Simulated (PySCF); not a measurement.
AlF₃, singlet, at a GFN2-xTB geometry (such geometries of metal compounds can be far from the true shape), with bond 4-1 at 1.6 times its length; HF/3-21G run with PySCF.

Input for PySCF:
```python
from pyscf import gto, scf

mol = gto.M(
    atom='''
Al    0.000000   -0.000000   -0.000000
F    -0.020933    1.630854    0.037916
F     1.423183   -0.797103   -0.027175
F    -2.243600   -1.334001   -0.017186
''',
    basis='3-21g',
    charge=0,
    spin=0,
    verbose=4,
)

mf = scf.RHF(mol)
mf.conv_tol = 1e-11
mf.kernel()
```

The log (banner, timings and long lists left out):

```
PySCF version 2.14.0

[INPUT] verbose = 4
[INPUT] num. atoms = 4
[INPUT] num. electrons = 40
[INPUT] charge = 0
[INPUT] spin (= nelec alpha-beta = 2S) = 0
[INPUT] symmetry False subgroup None
[INPUT] Mole.unit = angstrom
[INPUT] Symbol           X                Y                Z      unit          X                Y                Z       unit  Magmom
[INPUT]  1 Al     0.000000000000   0.000000000000   0.000000000000 AA    0.000000000000   0.000000000000   0.000000000000 Bohr   0.0
[INPUT]  2 F     -0.020933000000   1.630854000000   0.037916000000 AA   -0.039557636966   3.081867409151   0.071650855739 Bohr   0.0
[INPUT]  3 F      1.423183000000  -0.797103000000  -0.027175000000 AA    2.689426095137  -1.506306363069  -0.051353307435 Bohr   0.0
[INPUT]  4 F     -2.243600000000  -1.334001000000  -0.017186000000 AA   -4.239789533074  -2.520896539896  -0.032476833177 Bohr   0.0

nuclear repulsion = 137.921898574614
number of shells = 22
number of NR pGTOs = 72
number of NR cGTOs = 40
basis = 3-21g
ecp = {}

******** <class 'pyscf.scf.hf.RHF'> ********
method = RHF
initial guess = minao
damping factor = 0
level_shift factor = 0
DIIS = <class 'pyscf.scf.diis.CDIIS'>
diis_start_cycle = 1
diis_space = 8
diis_damp = 0
SCF conv_tol = 1e-11
SCF conv_tol_grad = None
SCF max_cycles = 50
direct_scf = True
direct_scf_tol = 1e-13
Set gradient conv threshold to 3.16228e-06
Initial guess from minao.
init E= -536.554344060722
  HOMO = -0.61298146177769  LUMO = -0.180188313837345  gap/eV = 11.77690
cycle= 1 E= -537.17259319158  delta_E= -0.618  |g|= 0.91  |ddm|=  1.6
  HOMO = -0.235987427945144  LUMO = -0.0306363760958894  gap/eV = 5.58789
cycle= 2 E= -537.26078348282  delta_E= -0.0882  |g|= 0.714  |ddm|= 1.07
  HOMO = -0.428692717715587  LUMO = -0.038366810430615  gap/eV = 10.62131
cycle= 3 E= -537.329339778288  delta_E= -0.0686  |g|= 0.066  |ddm|= 0.392
  HOMO = -0.419113604151215  LUMO = -0.0243737663521664  gap/eV = 10.74142
cycle= 4 E= -537.331152521531  delta_E= -0.00181  |g|= 0.0492  |ddm|= 0.0832
  HOMO = -0.42588938492387  LUMO = -0.0190552411647431  gap/eV = 11.07052
cycle= 5 E= -537.331742749693  delta_E= -0.00059  |g|= 0.0196  |ddm|= 0.0415
  HOMO = -0.427816243458291  LUMO = -0.0188994940064982  gap/eV = 11.12719
cycle= 6 E= -537.331878925853  delta_E= -0.000136  |g|= 0.00228  |ddm|= 0.0284
  HOMO = -0.428264501476649  LUMO = -0.0188143260800691  gap/eV = 11.14171
cycle= 7 E= -537.331882853664  delta_E= -3.93e-06  |g|= 0.000445  |ddm|= 0.00554
  HOMO = -0.428285692237306  LUMO = -0.0188242382438562  gap/eV = 11.14201
cycle= 8 E= -537.331882949864  delta_E= -9.62e-08  |g|= 6.88e-05  |ddm|= 0.000784
  HOMO = -0.428311560355843  LUMO = -0.0188247016128713  gap/eV = 11.14270
cycle= 9 E= -537.331882953751  delta_E= -3.89e-09  |g|= 1.33e-05  |ddm|= 0.00016
  HOMO = -0.428310040924109  LUMO = -0.0188273231461311  gap/eV = 11.14259
cycle= 10 E= -537.331882953866  delta_E= -1.15e-10  |g|= 1.57e-06  |ddm|= 2.66e-05
  HOMO = -0.428310175942459  LUMO = -0.0188273705216488  gap/eV = 11.14259
cycle= 11 E= -537.331882953868  delta_E= -1.82e-12  |g|= 3.36e-07  |ddm|= 3.01e-06
  HOMO = -0.42831024555832  LUMO = -0.0188273843254572  gap/eV = 11.14260
Extra cycle  E= -537.331882953868  delta_E= 2.27e-13  |g|= 1.78e-07  |ddm|= 3.99e-07
converged SCF energy = -537.331882953868
```
